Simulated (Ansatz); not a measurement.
Consider the ligand exchange at the Si–C bond: `N=C(O)[SiH2][SiH3]` + `B[SeH]` → `B[Se][SiH2][SiH3]` + `N=CO`.

Computed with Ansatz on PBE0-D4/def2-TZVP structures; ΔE is electronic, products minus reactants. CCSD(T)/CBS adds triple-zeta CCSD(T) − MP2 to the extrapolated MP2 energy (def2 sets, frozen cores). This one scheme is used for every species. Functionals use def2-TZVPP. B3LYP here is the variant with VWN-RPA as its local correlation; programs differ in this. For Se outer-core shells are correlated without core-valence functions, which leaves a few kJ/mol of doubt a bond. Scalar relativity is left out up to krypton. One conformer a species, not always the lowest.

`N=C(O)[SiH2][SiH3]`:

Z-matrix (Å, degrees):
```
Si
Si 1 2.340
C 1 1.904 2 109.9
H 1 1.487 2 110.7 3 -120.5
H 1 1.487 2 111.6 3 117.4
H 2 1.485 1 110.0 3 65.1
H 2 1.488 1 109.8 3 -174.8
H 2 1.487 1 109.6 3 -55.2
O 3 1.348 1 112.4 2 -59.5
N 3 1.264 1 128.2 2 119.2
H 9 0.970 3 106.6 1 179.5
H 10 1.015 3 111.9 1 1.4
```

`B[SeH]`:

Z-matrix (Å, degrees):
```
B
Se 1 1.899
H 1 1.189 2 121.0
H 1 1.191 2 115.7 3 180.0
H 2 1.470 1 97.7 3 0.0
```

`B[Se][SiH2][SiH3]`:

Cartesian coordinates in Å:
```
B -0.069 -1.064 2.121
Se -0.317 0.819 1.946
Si 0.699 1.087 -0.105
Si -0.575 0.002 -1.734
H 0.488 -1.693 1.275
H -0.494 -1.566 3.113
H 0.755 2.552 -0.354
H 2.086 0.560 -0.030
H -0.708 -1.435 -1.378
H -1.926 0.621 -1.778
H 0.060 0.117 -3.075
```

`N=CO`:

Cartesian coordinates in Å:
```
N 0.265 0.605 -0.800
C 0.062 0.032 0.302
O -0.634 -1.104 0.394
H 0.811 1.452 -0.680
H 0.402 0.353 1.289
H -0.906 -1.337 -0.506
```

(1) Is it downhill or uphill in electronic energy at CCSD(T)/CBS, and by how much? (Estimate.)

(2) What do these levels give: B3LYP-D4, ωB97X-V, B2PLYP, B3LYP, SCS-MP2/def2-TZVPP, MP2/def2-QZVPP? (An estimate is asked.)

Largest T1 diagnostic among the species: 0.015.

Answers

(1) Computed: Downhill: ΔE = -0.72 eV.

(2) Computed: B3LYP-D4 -0.68, ωB97X-V -0.68, B2PLYP -0.68, B3LYP -0.64, SCS-MP2/def2-TZVPP -0.72, MP2/def2-QZVPP -0.77 eV.

From PBE to PBE0 (25 % exact exchange), in def2-TZVPP and without D4, ΔE moves by −0.05 eV. The D4 term adds −0.04 eV with B3LYP and −0.02 eV with PBE0; it sums over pairs of atoms, weighted by their polarisabilities, and B3LYP, whose exchange is more repulsive, gets the larger term.
